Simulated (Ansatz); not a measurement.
Reaction (ligand exchange at the Si–N bond): `CN([SiH2]O)[SiH](F)F` + H₂S → `F[SiH](F)S` + `CN[SiH2]O`

Computed with Ansatz on PBE0-D4/def2-TZVP structures; ΔE is electronic, products minus reactants. CCSD(T)/CBS is the MP2 limit (def2-TZVPP, def2-QZVPP) plus CCSD(T) − MP2 in def2-TZVPP, frozen cores. This one scheme is used for every species. DFT in def2-TZVPP. One conformer a species, not always the lowest.

```json
{"species": "`CN([SiH2]O)[SiH](F)F`", "PBE-D4 energy (Eh)": "-950.70120"}
{"species": "H₂S", "PBE-D4 energy (Eh)": "-399.22838"}
{"species": "`F[SiH](F)S`", "PBE-D4 energy (Eh)": "-888.34443"}
{"species": "`CN[SiH2]O`", "PBE-D4 energy (Eh)": "-461.58033"}
```

(1) Work out ΔE.

Largest T1 diagnostic among the species: 0.012.

Results:

(1) ΔE = (-888.34443) + (-461.58033) − (-950.70120) − (-399.22838) = 0.00482 Eh = +3.0 kcal/mol. CCSD(T)/CBS gives +6.1 kcal/mol.

From PBE to PBE0 (25 % exact exchange), in def2-TZVPP and without D4, ΔE moves by +1.1 kcal/mol. The D4 term adds +2.1 kcal/mol with B3LYP and +1.2 kcal/mol with PBE0; it sums over pairs of atoms, weighted by their polarisabilities, and B3LYP, whose exchange is more repulsive, gets the larger term.

B3LYP here is the variant with VWN-RPA as its local correlation; programs differ in this.
